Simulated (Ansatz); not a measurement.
Reaction (ligand exchange at a Ga–O bond): `C[O][Ga]([OH])[SH]` + HBr → `[OH][Ga]([SH])[Br]` + CH₃OH

Program: Ansatz. Geometries: PBE0-D4/def2-TZVP. ΔE: electronic, gas phase. CCSD(T)/CBS is the MP2 limit (def2-TZVPP, def2-QZVPP) plus CCSD(T) − MP2 in def2-TZVPP, frozen cores. This one scheme is used for every species. DFT in def2-TZVPP. B3LYP here is the variant with VWN-RPA as its local correlation; programs differ in this. For Br, Ga outer-core shells are correlated without core-valence functions, which leaves a few kJ/mol of doubt a bond. Scalar relativity is left out up to krypton. Each species was taken in one conformer, which may not be the lowest.

`C[O][Ga]([OH])[SH]`:

Z-matrix (Å, degrees):
```
C
O 1 1.407
H 1 1.095 2 109.5
H 1 1.095 2 110.1 3 118.8
H 1 1.098 2 113.4 3 -120.3
Ga 2 1.774 1 123.3 3 128.0
S 6 2.185 2 122.0 1 -0.8
O 6 1.775 2 117.6 1 179.5
H 7 1.344 6 91.6 2 -179.1
H 8 0.961 6 112.6 2 -0.0
```

HBr:

Z-matrix (Å, degrees):
```
Br
H 1 1.420
```

`[OH][Ga]([SH])[Br]`:

```xyz
6

O    -0.574   -0.869   -1.239
Ga    0.440    0.255   -0.315
S     0.176    0.730    1.805
Br    2.122    1.245   -1.464
H    -1.279   -1.277   -0.731
H    -0.885   -0.084    1.944
```

CH₃OH:

Cartesian coordinates in Å:
```
C -0.155 -0.165 -0.275
O 0.682 -0.026 0.850
H -0.044 -1.190 -0.631
H 0.126 0.511 -1.092
H -1.212 -0.002 -0.032
H 0.603 0.871 1.180
```

```
             level  ΔE (kcal/mol)  difference from CCSD(T)/CBS
         r2SCAN-D4          -16.8                         -0.2
           PBE0-D4          -18.3                         -1.7
          B3LYP-D4          -16.6                          0.0
           ωB97X-V          -16.4                          0.2
           ωB97M-V          -17.1                         -0.5
               PBE          -17.3                         -0.7
              PBE0          -18.6                         -2.0
     HF/def2-TZVPP          -19.7                         -3.1
    MP2/def2-TZVPP          -16.1                          0.5
SCS-MP2/def2-TZVPP          -15.8                          0.8
CCSD(T)/def2-TZVPP          -15.6                          1.0
     HF/def2-QZVPP          -19.3                         -2.7
    MP2/def2-QZVPP          -16.5                          0.1
SCS-MP2/def2-QZVPP          -16.1                          0.5
      HF/CBS(def2)          -19.3                         -2.7
    CCSD/CBS(def2)          -17.0                         -0.4
       CCSD(T)/CBS          -16.6                            0
```

Largest T1 diagnostic among the species: 0.014.

From PBE to PBE0 (25 % exact exchange), in def2-TZVPP and without D4, ΔE moves by −1.3 kcal/mol. In def2-TZVPP, CCSD(T) changes the Hartree–Fock value by +4.1 kcal/mol (the triples alone add +0.4 kcal/mol) and MP2 by +3.6 kcal/mol.
